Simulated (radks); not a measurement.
Values are calculated unless marked as measured or tabulated.
Task: Mean orbital radii <r> (bohr) of neutral strontium, [Kr] 5s2, of relativity; Dirac values are averaged over j with weights 2j + 1. Spin-unpolarised spherical Kohn-Sham, BLYP, point nucleus unless stated (finite: rms radius 4.224 fm), a radial shooting solver on a logarithmic mesh with Libxc functionals. A level marked "c x" has the speed of light scaled by that factor.

shell       non-rel.
1s           0.04018
2s            0.1770
2p            0.1522
3s            0.5037
3p            0.5035
3d            0.4970
4s             1.383
4p             1.577
5s             4.373
4d (empty)     3.348
5p (empty)     6.075

Give the values at the level "Dirac, c x 5".

Result: 
shell       Dirac, c x 5  change of magnitude (%)
1s               0.04014                    -0.10
2s                0.1768                    -0.11
2p                0.1522                    -0.05
3s                0.5032                    -0.09
3p                0.5033                    -0.04
3d                0.4970                    +0.01
4s                 1.382                    -0.08
4p                 1.577                    -0.02
5s                 4.370                    -0.06
4d (empty)         3.356                    +0.23
5p (empty)         6.077                    +0.03
